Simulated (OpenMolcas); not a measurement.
neutral molybdenum: input and output

Input:

```
&GATEWAY
Coord
1

Mo 0.0 0.0 0.0
Basis=ANO-R1
Group=XYZ
NoMove
AngMom=0.0 0.0 0.0
AMFI
&SEWARD
* reference wave functions (RASSCF and RASSI steps not shown): 6 electrons in 6 orbitals (4d 5s)
>>> COPY JOB001 $Project.JobIph
&CASPT2
Multistate=1 1
Frozen=3 6
IPEA=0.15
Sig1=0.1
MaxIter=60
WThr=0.0 0.3 0.05
PrWF=0.5
NoMix
>>> COPY JOB002 $Project.JobIph
&CASPT2
Multistate=30 1 2 3 4 5 6 7 8 9 10 11 12 13 14 15 16 17 18 19 20 21 22
23 24 25 26 27 28 29 30
Frozen=3 6
IPEA=0.15
Sig1=0.1
MaxIter=60
WThr=0.0 0.3 0.05
PrWF=0.5
NoMix
>>> COPY JOB003 $Project.JobIph
&CASPT2
Multistate=69 1 2 3 4 5 6 7 8 9 10 11 12 13 14 15 16 17 18 19 20 21 22
23 24 25 26 27 28 29 30 31 32 33 34 35 36 37 38 39 40 41 42 43 44 45 46
47 48 49 50 51 52 53 54 55 56 57 58 59 60 61 62 63 64 65 66 67 68 69
Frozen=3 6
IPEA=0.15
Sig1=0.1
MaxIter=60
WThr=0.0 0.3 0.05
PrWF=0.5
NoMix
...
```

Launched by
```bash
OMP_NUM_THREADS=1 MOLCAS_MEM=2252 MOLCAS_PROJECT=a pymolcas a.inp > a.log  # once for each step of the input, in one work folder
```

Output, cut to the results:

```
--- CASPT2 ---
Orbital specifications:
      -----------------------

      Symmetry species                           1   2
                                                ag  au
      Frozen orbitals                            3   6
      Inactive orbitals                          6   3
      Active orbitals                            6   0
      Secondary orbitals                         6  10
      Deleted orbitals                           0   0
      Number of basis functions                 21  19
Type of calculation                        SS-CASPT2
      Fock operator                              state-specific
      IPEA shift                                 0.15
      Real shift                                 0.00
      Imaginary shift                            0.00
      Sigma^1 regularizer                        0.10
      The input orbitals will be transformed to quasi-canonical
Reference energy:       -4046.2330230761
      E2 (Non-variational):      -0.2721792534
      Shift correction:          -0.0000131474
      E2 (Variational):          -0.2721924008
      Total energy:           -4046.5052154769
      Residual norm:              0.0000000587
      Reference weight:           0.92108
      Contributions to the CASPT2 correlation energy
      Active & Virtual Only:         -0.0719706702
      One Inactive Excited:          -0.1240050031
      Two Inactive Excited:          -0.0762035801
::    CASPT2 Root  1     Total energy:  -4046.50521548
--- CASPT2 ---
Orbital specifications:
      -----------------------

      Symmetry species                           1   2
                                                ag  au
      Frozen orbitals                            3   6
      Inactive orbitals                          6   3
      Active orbitals                            6   0
      Secondary orbitals                         6  10
      Deleted orbitals                           0   0
      Number of basis functions                 21  19
Type of calculation                        MS-CASPT2
      Fock operator                              state-specific
      IPEA shift                                 0.15
      Real shift                                 0.00
      Imaginary shift                            0.00
      Sigma^1 regularizer                        0.10
      The input orbitals will be transformed to quasi-canonical
Reference energy:       -4046.1567797150
      E2 (Non-variational):      -0.2886207673
      Shift correction:          -0.0004852277
      E2 (Variational):          -0.2891059949
      Total energy:           -4046.4458857099
      Residual norm:              0.0000000782
      Reference weight:           0.89973
      Contributions to the CASPT2 correlation energy
      Active & Virtual Only:         -0.0915360224
      One Inactive Excited:          -0.1210466989
      Two Inactive Excited:          -0.0760380459
Reference energy:       -4046.1388452740
      E2 (Non-variational):      -0.3039572366
      Shift correction:          -0.0000821470
      E2 (Variational):          -0.3040393836
      Total energy:           -4046.4428846576
      Residual norm:              0.0000001606
      Reference weight:           0.89075
      Contributions to the CASPT2 correlation energy
      Active & Virtual Only:         -0.0966492864
      One Inactive Excited:          -0.1228735402
      Two Inactive Excited:          -0.0844344099
::    CASPT2 Root  1     Total energy:  -4046.44588571
::    CASPT2 Root  2     Total energy:  -4046.44288466
::    CASPT2 Root  3     Total energy:  -4046.44284818
::    CASPT2 Root  4     Total energy:  -4046.44283895
::    CASPT2 Root  5     Total energy:  -4046.44289986
::    CASPT2 Root  6     Total energy:  -4046.44293553
::    CASPT2 Root  7     Total energy:  -4046.41066194
::    CASPT2 Root  8     Total energy:  -4046.41068602
::    CASPT2 Root  9     Total energy:  -4046.41054383
::    CASPT2 Root 10     Total energy:  -4046.41068684
::    CASPT2 Root 11     Total energy:  -4046.41059287
::    CASPT2 Root 12     Total energy:  -4046.41127652
::    CASPT2 Root 13     Total energy:  -4046.41071208
::    CASPT2 Root 14     Total energy:  -4046.41058993
::    CASPT2 Root 15     Total energy:  -4046.41097501
::    CASPT2 Root 16     Total energy:  -4046.40255882
::    CASPT2 Root 17     Total energy:  -4046.40258099
::    CASPT2 Root 18     Total energy:  -4046.40258936
::    CASPT2 Root 19     Total energy:  -4046.39741674
::    CASPT2 Root 20     Total energy:  -4046.39745445
::    CASPT2 Root 21     Total energy:  -4046.39755687
::    CASPT2 Root 22     Total energy:  -4046.39747853
::    CASPT2 Root 23     Total energy:  -4046.39745263
::    CASPT2 Root 24     Total energy:  -4046.36050127
::    CASPT2 Root 25     Total energy:  -4046.36055714
::    CASPT2 Root 26     Total energy:  -4046.36050476
::    CASPT2 Root 27     Total energy:  -4046.36132894
::    CASPT2 Root 28     Total energy:  -4046.36042277
::    CASPT2 Root 29     Total energy:  -4046.36050594
::    CASPT2 Root 30     Total energy:  -4046.36062240
--- CASPT2 ---
Orbital specifications:
      -----------------------

      Symmetry species                           1   2
                                                ag  au
      Frozen orbitals                            3   6
      Inactive orbitals                          6   3
      Active orbitals                            6   0
      Secondary orbitals                         6  10
      Deleted orbitals                           0   0
      Number of basis functions                 21  19
Type of calculation                        MS-CASPT2
      Fock operator                              state-specific
      IPEA shift                                 0.15
      Real shift                                 0.00
      Imaginary shift                            0.00
      Sigma^1 regularizer                        0.10
      The input orbitals will be transformed to quasi-canonical
...
```

Levels above the lowest, from the spin-orbit matrix with the single-state CASPT2 energies, averaged by term, on its diagonal:

| Configuration | Term | J | E (cm-1) | Measured (cm-1) | g | Term weight % | Second |
| --- | --- | --- | --- | --- | --- | --- | --- |
| 4d5 5s | 7S | 3 | 0.0 | 0.0 | 2.001 | 100 |  |
| 4d5 5s | 5S | 2 | 13010 | 10768 | 1.993 | 98 |  |
| 4d4 5s2 | 5D | 0 | 13140 | 10966 |  | 99 |  |
| 4d4 5s2 | 5D | 1 | 13240 |  | 1.502 | 99 |  |
| 4d4 5s2 | 5D | 2 | 13440 |  | 1.509 | 98 |  |
| 4d4 5s2 | 5D | 3 | 13700 |  | 1.501 | 100 |  |
| 4d4 5s2 | 5D | 4 | 14050 |  | 1.500 | 100 |  |
| 4d5 5s | 5G | 2 | 20670 | 16641 | 0.336 | 99 |  |
| 4d5 5s | 5G | 3 | 20700 |  | 0.919 | 99 |  |
| 4d5 5s | 5G | 4 | 20740 |  | 1.151 | 99 |  |
| 4d5 5s | 5G | 5 | 20780 |  | 1.267 | 100 |  |
| 4d5 5s | 5G | 6 | 20800 |  | 1.334 | 100 |  |
| 4d5 5s | 5P | 3 | 22170 |  | 1.630 | 79 | 17 5D |
| 4d5 5s | 5P | 2 | 22260 |  | 1.763 | 79 | 20 5D |
| 4d5 5s | 5P | 1 | 22430 |  | 2.362 | 86 | 14 5D |
| 4d5 5s | 5D | 0 | 23450 |  |  | 100 |  |
| 4d5 5s | 5D | 1 | 23650 |  | 1.638 | 86 | 14 5P |
| 4d5 5s | 5D | 4 | 23800 |  | 1.497 | 98 |  |
| 4d5 5s | 5D | 2 | 23870 |  | 1.566 | 79 | 20 5P |
| 4d5 5s | 5D | 3 | 23970 |  | 1.528 | 82 | 17 5P |
| 4d5 5s | 3P | 0 | 25920 |  |  | 91 | 9 1S |
| 4d5 5s | 3P | 1 | 26210 |  | 1.243 | 74 | 25 3D(1) |
| 4d5 5s | 3D(1) | 2 | 26410 |  | 1.330 | 50 | 49 3P |
| 4d5 5s | 3G(1) | 3 | 26800 |  | 0.761 | 98 |  |

Against the 3 measured excited levels shown (NIST Handbook of Basic Atomic Spectroscopic Data) the mean absolute deviation is 2800 cm-1; the largest miss in energy is 4d5 5s 5G2: computed 20670, measured 16641 cm-1 (+24.2 %).

Term energies are means over components that CASPT2 splits; among the terms shown or strongly mixed into the levels shown the widest spread is 160 cm-1 (4d5 5s 5G). Configurations are named by rounded mean occupations; where the s occupation lies near a half they are strongly mixed, a name can repeat and a true partner stay unpaired. A single d shell beside an s shell can misplace configurations of different d count against each other. The CASPT2 spread within a term exceeds the gap to the next term for 4d5 5s 3P and 4d5 5s 3G(1), so the order of their levels is uncertain. Some terms miss by over 15 % even with CASPT2, which points to a basis or an active space too small for the shells correlated. Computed and measured levels are paired by configuration, term and J; levels that our copy of the source lacks, or whose pairing is in doubt (as where it misses far off the trend of its configuration), stay unpaired and out of the deviations. Levels of configurations outside the active space are missing. The first state left out of the spin-orbit step lies near 41000 cm-1 above the lowest spin-free state of the reference (among the parities and spins computed), and the list stops at four fifths of that energy or lower. The table shows the lowest 24 of 45 levels.

The CASPT2 steps took 34 s on 1 thread of Arm Neoverse V2, on a shared host; the integral step is not counted.

The term weight is that of the spin-free term in the level, not the purity of its configuration. A number in round brackets counts repeated terms of one configuration in the order of the reference energies.
